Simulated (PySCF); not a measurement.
Write Cartesian coordinates for `CO[C@@H]1C[C@H]1C(F)(F)F` as optimised with PBE0-D3(BJ)/def2-SVP.

```xyz
16
C5H7F3O angstrom
C      1.9850    1.2951   -0.0170
O      1.6887   -0.0093   -0.4340
C      0.5663   -0.5227    0.1683
C     -0.1772   -1.5806   -0.5591
C     -0.7735   -0.2036   -0.4409
C     -1.9541    0.0446    0.4326
F     -1.9940    1.3163    0.8484
F     -1.9324   -0.7300    1.5281
F     -3.1056   -0.1971   -0.2019
H      1.1472    1.9889   -0.2177
H      2.2124    1.3375    1.0651
H      2.8697    1.6303   -0.5748
H      0.6054   -0.5876    1.2658
H      0.2043   -1.8596   -1.5435
H     -0.6251   -2.3880    0.0243
H     -0.7636    0.4256   -1.3349
```

Orientation and origin are arbitrary. Atoms count from 1 in this order. Of the pairs four or more bonds apart, F8···H13 is among the closest relative to their van der Waals radii: 2.56 Å, 96 % of the sum of Bondi's values. The 3-membered ring C3–C4–C5 has internal angles of 59.0° to 60.5°. The C–C distances run from 1.484 Å (C3–C4, drawn single) to 1.506 Å (C3–C5, drawn single), a spread of 0.022 Å. The C–O distances run from 1.373 Å (O2–C3, drawn single) to 1.401 Å (C1–O2, drawn single), a spread of 0.028 Å.

Bonds between heavy atoms (Å): C1–O2 1.401, O2–C3 1.373, C3–C4 1.484, C4–C5 1.505, C5–C6 1.489, C6–F7 1.339, C6–F8 1.342, C6–F9 1.337, C3–C5 1.506.

The calculation used PySCF, PBE0-D3(BJ)/def2-SVP geometry optimisation, gas phase.

Point group: C1 (no symmetry element, even within 0.4 Å). Stationary, but not proved a minimum. The numbers are those of one conformer (C1–O2–C3–C4 154°).
